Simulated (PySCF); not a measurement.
One entry of a table of gas-phase calculations, keyed by method. Lists by class give the value and the number of equivalent atoms.

```json
{
 "formula": "C6H10O3Si",
 "smiles": "O=C(O)C[SiH2]O[C@]12C[C@H]1C2",
 "charge": 0,
 "multiplicity": 1,
 "geometry_level": "GFN2-xTB",
 "atoms_angstrom": [
  ["O", 3.998, 0.511, -0.964],
  ["C", 3.438, 0.245, 0.067],
  ["O", 3.774, 0.842, 1.227],
  ["C", 2.295, -0.678, 0.224],
  ["Si", 0.739, 0.357, -0.131],
  ["O", -0.429, -0.75, 0.096],
  ["C", -1.768, -0.603, -0.003],
  ["C", -2.65, -0.374, -1.185],
  ["C", -2.702, 0.559, -0.009],
  ["C", -2.816, -0.496, 1.054],
  ["H", 4.498, 1.47, 1.078],
  ["H", 2.376, -1.488, -0.496],
  ["H", 2.269, -1.076, 1.234],
  ["H", 0.616, 1.469, 0.816],
  ["H", 0.735, 0.88, -1.497],
  ["H", -2.176, -0.012, -2.089],
  ["H", -3.48, -1.048, -1.363],
  ["H", -2.576, 1.617, 0.057],
  ["H", -2.485, -0.236, 2.052],
  ["H", -3.659, -1.178, 1.035]
 ],
 "electronic_structure_code": "PySCF",
 "results": {
  "GFN2-xTB geometry": {
   "point_group": "C1",
   "rotational_constants_GHz": [3.758, 0.458, 0.442]
  },
  "PBE0/pcSseg-1 ground state and GIAO shieldings, non-relativistic": {
   "dipole_D": 1.76,
   "homo_eV": -6.79,
   "lumo_eV": 0.04,
   "shift_vs_computed_TMS_C_by_class_ppm": [
    [175.1, 1],
    [52.2, 1],
    [36.0, 2],
    [25.3, 1],
    [4.4, 1]
   ],
   "shift_vs_computed_TMS_H_by_class_ppm": [
    [5.79, 1],
    [4.84, 2],
    [2.46, 2],
    [2.0, 2],
    [1.96, 1],
    [0.87, 2]
   ],
   "shielding_other_nuclei_by_class_ppm": [
    ["O", -109.0, 1],
    ["O", 119.4, 1],
    ["O", 335.7, 1],
    ["Si", 367.2, 1]
   ],
   "charges_hirshfeld_e_by_atom": [-0.28, 0.21, -0.18, -0.16, 0.42, -0.21, 0.07, -0.09, -0.07, -0.08, 0.19, 0.06, 0.06, -0.08, -0.08, 0.05, 0.04, 0.06, 0.05, 0.04]
  }
 }
}
```

The rotational constants make it an asymmetric top with κ = (2B − A − C)/(A − C) = -0.99, nearer the prolate limit (−1). With B = h/(8π²I), that is 505.379 GHz u Å² over I, the principal moments of inertia are 134.5, 1103.8 and 1143.7 u Å² (most abundant isotopes); the inertial defect Ic − Ia − Ib is -94.6 u Å² (zero for a rigid planar frame, negative otherwise). The dipole equals about 5.9 × 10⁻³⁰ C·m (1 D = 3.33564 × 10⁻³⁰ C·m).

 NMR classes are plain means over equivalent atoms (diastereotopic ones count apart unless rotation or inversion swaps them), as if these changed places fast; in this geometry the members of some classes differ.

One conformer stands for the species.
